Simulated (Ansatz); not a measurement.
Species: C$_{4}$H$_{4}$O, SMILES `C#CC(C)=O` (charge 0, multiplicity 1).

**Question.** Give a relaxed geometry from Ansatz (a first-principles code) with B3LYP-D3(BJ)/def2-TZVP.

**Answer.** the end point of this relaxation (outside a Z-matrix the atoms follow the SMILES, hydrogens last).
Bonds (Å): C1–C2 1.201, C1–H6 1.063, C2–C3 1.456, C3–C4 1.507, C3–O5 1.210, C4–H7 1.092, C4–H8 1.092, C4–H9 1.088. Bond angles (°): C2–C1–H6 178.8, C1–C2–C3 178.9, C2–C3–C4 115.5, C2–C3–O5 121.1, C4–C3–O5 123.4, C3–C4–H7 109.8, C3–C4–H8 109.8, C3–C4–H9 109.7, H7–C4–H8 107.0, H7–C4–H9 110.2, H8–C4–H9 110.2.
